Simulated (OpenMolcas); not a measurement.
**OpenMolcas run: Ta+**

Input:

```
&GATEWAY
Coord
1

Ta 0.0 0.0 0.0
Basis=ANO-RCC-VQZP
Group=XYZ
NoMove
AngMom=0.0 0.0 0.0
AMFI
&SEWARD
Relativistic=R04O02
* reference wave functions (RASSCF and RASSI steps not shown): 4 electrons in 6 orbitals (5d 6s)
>>> COPY JOB001 $Project.JobIph
&CASPT2
Multistate=15 1 2 3 4 5 6 7 8 9 10 11 12 13 14 15
Frozen=14 16
IPEA=0.35
Sig2=0.15
MaxIter=60
WThr=0.0 0.3 0.05
PrWF=0.5
NoMix
>>> COPY JOB002 $Project.JobIph
&CASPT2
Multistate=45 1 2 3 4 5 6 7 8 9 10 11 12 13 14 15 16 17 18 19 20 21 22
23 24 25 26 27 28 29 30 31 32 33 34 35 36 37 38 39 40 41 42 43 44 45
Frozen=14 16
IPEA=0.35
Sig2=0.15
MaxIter=60
WThr=0.0 0.3 0.05
PrWF=0.5
NoMix
>>> COPY JOB003 $Project.JobIph
&CASPT2
Multistate=14 1 2 3 4 5 6 7 8 9 10 11 12 13 14
Frozen=14 16
IPEA=0.35
Sig2=0.15
MaxIter=60
WThr=0.0 0.3 0.05
PrWF=0.5
NoMix
```

Launched by
```bash
OMP_NUM_THREADS=1 MOLCAS_MEM=2252 MOLCAS_PROJECT=a pymolcas a.inp > a.log  # once for each step of the input, in one work folder
```

Output, cut to the results:

```
--- CASPT2 ---
Orbital specifications:
      -----------------------

      Symmetry species                           1   2
                                                ag  au
      Frozen orbitals                           14  16
      Inactive orbitals                          1   3
      Active orbitals                            6   0
      Secondary orbitals                        45  55
      Deleted orbitals                           0   0
      Number of basis functions                 66  74
Type of calculation                        MS-CASPT2
      Fock operator                              state-specific
      IPEA shift                                 0.35
      Real shift                                 0.00
      Imaginary shift                            0.00
      Sigma^2 regularizer                        0.15
      The input orbitals will be transformed to quasi-canonical
Reference energy:      -15600.9670022064
      E2 (Non-variational):      -0.2980689267
      Shift correction:          -0.0000001207
      E2 (Variational):          -0.2980690473
      Total energy:          -15601.2650712537
      Residual norm:              0.0000002542
      Reference weight:           0.93831
      Contributions to the CASPT2 correlation energy
      Active & Virtual Only:         -0.0305659098
      One Inactive Excited:          -0.1223620008
      Two Inactive Excited:          -0.1451410161
Reference energy:      -15600.9670022064
      E2 (Non-variational):      -0.2987431169
      Shift correction:          -0.0000004825
      E2 (Variational):          -0.2987435993
      Total energy:          -15601.2657458057
      Residual norm:              0.0000002882
      Reference weight:           0.93719
      Contributions to the CASPT2 correlation energy
      Active & Virtual Only:         -0.0311569297
      One Inactive Excited:          -0.1223687177
      Two Inactive Excited:          -0.1452174695
::    CASPT2 Root  1     Total energy: -15601.26507125
::    CASPT2 Root  2     Total energy: -15601.26574581
::    CASPT2 Root  3     Total energy: -15601.26417694
::    CASPT2 Root  4     Total energy: -15601.26394694
::    CASPT2 Root  5     Total energy: -15601.26382635
::    CASPT2 Root  6     Total energy: -15601.26512351
::    CASPT2 Root  7     Total energy: -15601.26565847
::    CASPT2 Root  8     Total energy: -15601.22776067
::    CASPT2 Root  9     Total energy: -15601.22776063
::    CASPT2 Root 10     Total energy: -15601.22776069
::    CASPT2 Root 11     Total energy: -15601.21003624
::    CASPT2 Root 12     Total energy: -15601.21004987
::    CASPT2 Root 13     Total energy: -15601.21004306
::    CASPT2 Root 14     Total energy: -15601.21004941
::    CASPT2 Root 15     Total energy: -15601.21004988
::    MS-CASPT2 Root  1     Total energy: -15601.26674408
::    MS-CASPT2 Root  2     Total energy: -15601.26595290
::    MS-CASPT2 Root  3     Total energy: -15601.26515778
::    MS-CASPT2 Root  4     Total energy: -15601.26464877
::    MS-CASPT2 Root  5     Total energy: -15601.26425231
::    MS-CASPT2 Root  6     Total energy: -15601.26377704
::    MS-CASPT2 Root  7     Total energy: -15601.26315220
::    MS-CASPT2 Root  8     Total energy: -15601.22774146
::    MS-CASPT2 Root  9     Total energy: -15601.22772002
::    MS-CASPT2 Root 10     Total energy: -15601.22768515
::    MS-CASPT2 Root 11     Total energy: -15601.21005151
::    MS-CASPT2 Root 12     Total energy: -15601.21005025
::    MS-CASPT2 Root 13     Total energy: -15601.21004879
::    MS-CASPT2 Root 14     Total energy: -15601.21004195
::    MS-CASPT2 Root 15     Total energy: -15601.21003552
--- CASPT2 ---
Orbital specifications:
      -----------------------

      Symmetry species                           1   2
                                                ag  au
      Frozen orbitals                           14  16
      Inactive orbitals                          1   3
      Active orbitals                            6   0
      Secondary orbitals                        45  55
      Deleted orbitals                           0   0
      Number of basis functions                 66  74
Type of calculation                        MS-CASPT2
      Fock operator                              state-specific
      IPEA shift                                 0.35
      Real shift                                 0.00
      Imaginary shift                            0.00
      Sigma^2 regularizer                        0.15
      The input orbitals will be transformed to quasi-canonical
Reference energy:      -15600.9408235057
      E2 (Non-variational):      -0.3112835296
      Shift correction:          -0.0000209434
      E2 (Variational):          -0.3113044731
      Total energy:          -15601.2521279787
      Residual norm:              0.0000004538
      Reference weight:           0.92303
      Contributions to the CASPT2 correlation energy
      Active & Virtual Only:         -0.0419837755
      One Inactive Excited:          -0.1194536589
      Two Inactive Excited:          -0.1498460952
Reference energy:      -15600.9408235057
      E2 (Non-variational):      -0.3112825831
      Shift correction:          -0.0000206956
      E2 (Variational):          -0.3113032787
      Total energy:          -15601.2521267844
      Residual norm:              0.0000004530
      Reference weight:           0.92304
      Contributions to the CASPT2 correlation energy
      Active & Virtual Only:         -0.0419827506
      One Inactive Excited:          -0.1194537375
      Two Inactive Excited:          -0.1498460950
::    CASPT2 Root  1     Total energy: -15601.25212798
::    CASPT2 Root  2     Total energy: -15601.25212678
::    CASPT2 Root  3     Total energy: -15601.25212325
::    CASPT2 Root  4     Total energy: -15601.24823339
::    CASPT2 Root  5     Total energy: -15601.24831812
::    CASPT2 Root  6     Total energy: -15601.24824940
::    CASPT2 Root  7     Total energy: -15601.24818849
...
```

Levels above the lowest, from the spin-orbit matrix with the multistate effective Hamiltonian, averaged by term, added to it:

| Configuration | Term | J | E (cm-1) | Measured (cm-1) | g | Term weight % | Second |
| --- | --- | --- | --- | --- | --- | --- | --- |
| 5d3 6s | 5F | 1 | 0.0 | 0.0 | 0.029 | 95 | 5 3D |
| 5d3 6s | 5F | 2 | 1044 | 1031 | 1.005 | 93 | 4 3D |
| 5d3 6s | 5F | 3 | 2700 | 2642 | 1.246 | 96 |  |
| 5d3 6s | 3P(1) | 0 | 4150 |  |  | 94 | 4 5d4 5D |
| 5d2 6s2 | 3F | 2 | 4170 | 3180 | 0.827 | 60 | 15 5d3 6s 1D |
| 5d3 6s | 5F | 4 | 4590 | 4416 | 1.340 | 96 | 3 3G |
| 5d3 6s | 3P(1) | 1 | 4990 |  | 1.550 | 88 | 7 5P |
| 5d3 6s | 3P(1) | 2 | 5650 |  | 1.256 | 51 | 27 5d2 6s2 3F |
| 5d3 6s | 5F | 5 | 6440 | 6187 | 1.383 | 91 | 9 3G |
| 5d2 6s2 | 3F | 3 | 6950 | 6831 | 1.085 | 93 | 4 5d3 6s 3F |
| 5d2 6s2 | 3F | 4 | 9610 | 9746 | 1.245 | 91 | 3 5d3 6s 1G |
| 5d3 6s | 1D | 2 | 9670 |  | 1.006 | 33 | 33 3F |
| 5d3 6s | 5P | 1 | 11530 |  | 2.366 | 86 | 5 5d4 5D |
| 5d3 6s | 3G | 3 | 12070 |  | 0.934 | 49 | 47 3F |
| 5d3 6s | 1G | 4 | 12780 |  | 1.050 | 38 | 27 3F |
| 5d3 6s | 5P | 2 | 13030 |  | 1.430 | 57 | 26 3F |
| 5d3 6s | 5P | 3 | 13360 |  | 1.634 | 94 | 4 3D |
| 5d4 | 5D | 0 | 13650 |  |  | 83 | 11 5d3 6s 3P(2) |
| 5d3 6s | 3G | 4 | 13770 |  | 1.035 | 56 | 40 1G |
| 5d3 6s | 1D | 2 | 13970 |  | 1.192 | 29 | 23 3F |
| 5d4 | 5D | 1 | 14070 |  | 1.513 | 80 | 7 5d3 6s 3P(2) |
| 5d3 6s | 3G | 3 | 14750 |  | 0.964 | 46 | 40 3F |
| 5d4 | 5D | 2 | 15060 |  | 1.444 | 70 | 9 5d3 6s 3D |
| 5d3 6s | 3G | 5 | 15370 |  | 1.154 | 57 | 36 3H |

Against the 7 measured excited levels shown (NIST Handbook of Basic Atomic Spectroscopic Data) the mean absolute deviation is 250 cm-1; the largest miss in energy is 5d2 6s2 3F2 [60 %]: computed 4170, measured 3180 cm-1 (+31.0 %).

CASPT2 does not keep the components of a term degenerate, so their means are used; among the terms shown or strongly mixed into the levels shown the widest spread is 960 cm-1 (5d3 6s 1G). Terms from blocks run as CI alone lack orbitals of their own. Configurations are named by rounded mean occupations; where the s occupation lies near a half they are strongly mixed, a name can repeat and a true partner stay unpaired. A single d shell beside an s shell can misplace configurations of different d count against each other. The CASPT2 spread within a term exceeds the gap to the next term for 5d3 6s 3P(1) and 5d2 6s2 3F, 5d3 6s 1G and 5d3 6s 3F, 5d3 6s 3F and 5d3 6s 3G and others, so the order of their levels is uncertain, and so are names and mixing where such terms share a J. Measured partners are found by configuration, term and J. A level has none where our copy of the source lacks it or the pairing is in doubt (some pairs that miss far off the trend of their configuration count as doubtful), and it then counts in no deviation. Levels of configurations outside the active space are missing. The first state left out of the spin-orbit step lies near 26000 cm-1 above the lowest spin-free state of the reference (among the parities and spins computed), and the list stops at four fifths of that energy or lower. The table shows the lowest 24 of 36 levels.

The CASPT2 steps took 100 s on 1 thread of Arm Neoverse V1 (shared host); the integral step is not counted.

The term weight is that of the spin-free term in the level, not the purity of its configuration. A share in square brackets marks a mixed level and gives the weight of the term that names it. A number in round brackets counts repeated terms of one configuration in the order of the reference energies.
